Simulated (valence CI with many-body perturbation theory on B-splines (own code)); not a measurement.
# Forbidden lines of Dy¹⁷⁺

Computed by valence CI with perturbative core correlation (CI+MBPT): three valence electrons over a frozen Dirac-Fock core [Kr] 4d10, radial functions for each j: 7 s, 7 p, 7 d, 7 f, 4 g, 2 h, with the one-electron correlation potential Σ1 (screened to all orders), the two-electron term Σ2, the three-electron term Σ3, Breit, model QED; selected single and double excitations, second order for the rest, scaled by the run's own slope (own B-spline code, finite nucleus).

No measured spectrum was set against this ion. As an estimate, terms of the open shell hold to a few per cent of their energy, and close levels can change places.

Lines 51 to 100 of 120 in falling wavelength, among levels below 122.31 eV, chosen from the decays that carry over 1 % of a level's rate. Wavelengths and rates use the calculated energies, so an error of 2000 cm⁻¹ moves a line at 576.6 nm by 12 % and its rate by three times that or more. Weak lines are less certain than strong ones. Lines between different terms over intervals too small for the method are left out, as are lines whose strength nearly cancels. Where a level lies close to another of its J and parity, the split of strength between their lines is uncertain.

Names give the largest LS component (configuration and term), which can be under half, so a name can repeat, a term be missing and a line seem to break the LS rules; names also repeat where a configuration has a term twice. Letters in brackets count levels of one name in rising energy.

| λ vac (nm) | Upper | Lower | Type | A (s⁻¹) | Branch % |
| --- | --- | --- | --- | --- | --- |
| 576.6 | 4f3 2L°_15/2 | 4f3 2K°_15/2 | M1 | 1.81e+01 | 39.9 |
| 563.5 | 4f3 4G°_7/2 [b] | 4f3 2H°_9/2 [a] | M1 | 3.09e-01 | 1.4 |
| 558.6 | 4f3 2D°_3/2 [a] | 4f3 4F°_5/2 | M1 | 1.93e+01 | 30.3 |
| 554.1 | 4f3 4D°_1/2 | 4f3 2D°_3/2 [a] | M1 | 3.04e+00 | 27.7 |
| 521.0 | 4f3 2I°_13/2 | 4f3 2K°_15/2 | M1 | 1.64e+00 | 6.3 |
| 508.3 | 4f3 2H°_9/2 [a] | 4f3 4I°_11/2 | M1 | 1.24e+01 | 28.0 |
| 507.3 | 4f3 4G°_9/2 | 4f3 2H°_9/2 [a] | M1 | 9.74e+00 | 33.6 |
| 503.8 | 4f3 2P°_1/2 | 4f3 4S°_3/2 | M1 | 1.74e+01 | 65.4 |
| 493.7 | 4f3 2I°_11/2 | 4f3 2K°_13/2 | M1 | 2.19e+00 | 8.7 |
| 488.7 | 4f3 2G°_9/2 [a] | 4f3 4F°_7/2 | M1 | 6.11e+00 | 10.7 |
| 472.4 | 4f3 2L°_17/2 | 4f3 2K°_15/2 | M1 | 1.68e+01 | 89.5 |
| 450.7 | 4f3 2D°_3/2 [a] | 4f3 4F°_3/2 | M1 | 1.47e+01 | 23.1 |
| 448.7 | 4f3 4D°_5/2 | 4f3 4G°_7/2 [a] | M1 | 7.14e-01 | 2.8 |
| 442.8 | 4f3 2D°_5/2 | 4f3 4F°_7/2 | M1 | 2.38e+01 | 60.0 |
| 442.1 | 4f3 2D°_5/2 | 4f3 4S°_3/2 | M1 | 2.88e+00 | 7.2 |
| 430.8 | 4f3 4D°_7/2 | 4f3 4G°_9/2 | M1 | 8.39e-01 | 6.1 |
| 423.8 | 4f3 2L°_15/2 | 4f3 2K°_13/2 | M1 | 2.32e+01 | 51.0 |
| 421.4 | 4f3 4D°_5/2 | 4f3 4G°_5/2 | M1 | 5.52e+00 | 21.3 |
| 417.8 | 4f3 4D°_3/2 | 4f3 4G°_5/2 | M1 | 7.37e-01 | 7.5 |
| 412.5 | 4f3 2H°_11/2 [a] | 4f3 4I°_13/2 | M1 | 1.83e+01 | 43.1 |
| 409.4 | 4f3 2I°_11/2 | 4f3 2H°_11/2 [a] | M1 | 8.62e+00 | 34.4 |
| 397.2 | 4f3 4D°_7/2 | 4f3 4G°_7/2 [b] | M1 | 1.12e+00 | 8.2 |
| 395.0 | 4f3 2D°_5/2 | 4f3 4F°_5/2 | M1 | 5.18e+00 | 13.0 |
| 393.0 | 4f3 2G°_9/2 [a] | 4f3 2H°_9/2 [a] | M1 | 1.73e+00 | 3.0 |
| 393.0 | 4f3 2I°_13/2 | 4f3 2K°_13/2 | M1 | 9.72e+00 | 37.7 |
| 375.9 | 4f3 2H°_9/2 [a] | 4f3 4I°_9/2 | M1 | 3.19e+01 | 72.0 |
| 372.6 | 4f3 2P°_1/2 | 4f3 4F°_3/2 | M1 | 8.35e+00 | 31.4 |
| 367.2 | 4f3 2H°_9/2 [b] | 4f3 4G°_7/2 [b] | M1 | 1.59e+01 | 38.6 |
| 355.9 | 4f3 2K°_15/2 | 4f3 4I°_15/2 | M1 | 3.10e+01 | 52.3 |
| 352.0 | 4f3 2K°_13/2 | 4f3 4I°_13/2 | M1 | 1.31e+01 | 29.1 |
| 341.7 | 4f3 4F°_9/2 | 4f3 4I°_11/2 | M1 | 6.81e+00 | 26.0 |
| 339.3 | 4f3 4D°_5/2 | 4f3 4F°_7/2 | M1 | 3.35e+00 | 12.9 |
| 338.8 | 4f3 4D°_5/2 | 4f3 4S°_3/2 | M1 | 1.79e+00 | 6.9 |
| 337.8 | 4f3 2D°_5/2 | 4f3 4F°_3/2 | M1 | 2.79e+00 | 7.0 |
| 337.7 | 4f3 2I°_13/2 | 4f3 2H°_11/2 [a] | M1 | 2.37e+00 | 9.2 |
| 336.5 | 4f3 4D°_3/2 | 4f3 4S°_3/2 | M1 | 5.25e+00 | 53.5 |
| 322.9 | 4f3 2D°_3/2 [b] | 4f3 4S°_3/2 | M1 | 7.70e+00 | 9.0 |
| 322.3 | 4f3 2H°_11/2 [a] | 4f3 4I°_11/2 | M1 | 1.12e+01 | 26.5 |
| 316.7 | 4f3 4F°_7/2 | 4f3 4I°_9/2 | M1 | 8.40e-01 | 35.4 |
| 310.4 | 4f3 4D°_5/2 | 4f3 4F°_5/2 | M1 | 5.48e-01 | 2.1 |
| 308.5 | 4f3 4D°_3/2 | 4f3 4F°_5/2 | M1 | 8.37e-01 | 8.5 |
| 300.8 | 4f3 4D°_1/2 | 4f3 4S°_3/2 | M1 | 2.45e+00 | 22.4 |
| 300.0 | 4f3 4D°_7/2 | 4f3 4F°_9/2 | M1 | 4.74e-01 | 3.5 |
| 297.4 | 4f3 2H°_9/2 [b] | 4f3 2H°_11/2 [a] | M1 | 6.06e+00 | 14.7 |
| 297.0 | 4f3 2D°_3/2 [b] | 4f3 4F°_5/2 | M1 | 2.08e+01 | 24.3 |
| 288.5 | 4f3 2K°_15/2 | 4f3 4I°_13/2 | M1 | 2.56e+01 | 43.2 |
| 284.1 | 4f3 2K°_13/2 | 4f3 4I°_11/2 | M1 | 3.19e+01 | 70.8 |
| 279.5 | 4f3 2I°_11/2 | 4f3 2H°_9/2 [a] | M1 | 3.68e+00 | 14.7 |
| 276.3 | 4f3 4F°_9/2 | 4f3 4I°_9/2 | M1 | 6.13e+00 | 23.4 |
| 274.0 | 4f3 4D°_5/2 | 4f3 4F°_3/2 | M1 | 5.31e+00 | 20.5 |
